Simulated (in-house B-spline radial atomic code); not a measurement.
Results of a calculation; reference values are marked as such.
**Building a PAW p channel for I, r_c = 1.86 bohr**

I, [Kr] 4d10 5s2 5p5, non-relativistic PBE, spherical and spin-unpolarised, from a B-spline radial code for spherical atoms (atomic units; all potentials screened as in the neutral atom).

Two all-electron partial waves φ1, φ2 are integrated outwards at E1 = ε(5p) = -0.262616 and E2 = E1 + 2 hartree; φ1 is the bound orbital and φ2 has unit norm inside r_c = 1.8648 bohr. Smooth partners are polynomials, r^2(a0 + a1 r² + a2 r⁴ + a3 r⁶), matched to φ and three derivatives at r_c, with no condition on the norm. The local potential is -11.167 + (8.29611) r² + (-2.54086) r⁴ + (0.283292) r⁶ inside 1.5268 bohr and the all-electron one outside.

| wave | φ(r_c) | φ'(r_c) | a0 | a1 | a2 | a3 |
| --- | --- | --- | --- | --- | --- | --- |
| 1 | 0.6981432 | 0.1623759 | 0.2680149 | 0.03834626 | -0.02573668 | 0.002630713 |
| 2 | 0.5293336 | -2.59526 | 1.628281 | -0.5952511 | 0.04629294 | 0.0008106707 |

Inside r_c the overlaps are <φi φj> = [[0.25801, 0.47445], [0.47445, 1.00000]] and, for the smooth waves, [[0.26411, 0.54737], [0.54737, 1.37958]]. With χj = (Ej − T − V_local) applied to smooth wave j, the program's quadrature gives the matrix B_ij = <smooth i, χj> as [[0.33593, 1.24181], [1.09597, 4.24584]].

Question: Check the match of the first wave, and find the augmentation charges q_ij.

Answer: At r_c the four terms are 0.93202, 0.46372, -1.08230, 0.38471, which sum to 0.6981, φ1(r_c) to rounding. q_ij is the all-electron overlap less the smooth one: [[-0.00610, -0.07292], [-0.07292, -0.37958]]. The smooth first wave has a norm of 0.2641 inside r_c against 0.2580, so q11 is negative and must stay small enough for the overlap operator to be positive.

Question: B isn't symmetric. Show that D_ij = B_ij + Ej q_ij is.

Answer: Integrating by parts gives B12 − B21 = (E1 − E2) q12: 1.24181 − (1.09597) = 0.14584, and −2 × (-0.07292) = 0.14584. So D12 = 1.24181 + (1.737384)(-0.07292) = 1.11512 and D21 = 1.09597 + (-0.262616)(-0.07292) = 1.11512; D11 = 0.33753, D22 = 3.58636. The projectors, p = (B⁻¹)ᵀ χ, are dual to the smooth waves; det B = 0.065.

Solving (T + V_local + Σ p D p) ψ = E (1 + Σ p q p) ψ in a sphere of 9 bohr, whose wall lifts the free-atom level a little, gives these levels:

```json
{"all-electron": "-0.262547", "one projector": "-0.262547", "two projectors": "-0.762872"}
{"all-electron": "0.092867", "one projector": "0.091719", "two projectors": "-0.262547"}
{"all-electron": "0.424281", "one projector": "0.410589", "two projectors": "0.092921"}
{"all-electron": "0.915817", "one projector": "0.740753", "two projectors": "0.424449"}
{"all-electron": "1.559350", "one projector": "1.019580", "two projectors": "0.915997"}
```

Question: What does the second projector gain?

Answer: With one projector the errors are 0.00, -1.15, -13.69 millihartree, and the level at 0.7408 is out of step with the all-electron series: an extra state, or one far too low, so the pairing ends there; skipping it, the next levels are off by +103.8 millihartree. With two a ghost lies below the reference level, so the set fails. The lowest eigenvalue of the overlap operator is 0.9379 with one and 0.2344 with two projectors. The smooth orbital alone needs a cutoff of 7.53 hartree for 1 millihartree of kinetic energy, against 8.32 for a norm-conserving Troullier-Martins orbital of the same radius, which is no gain while the set fails.
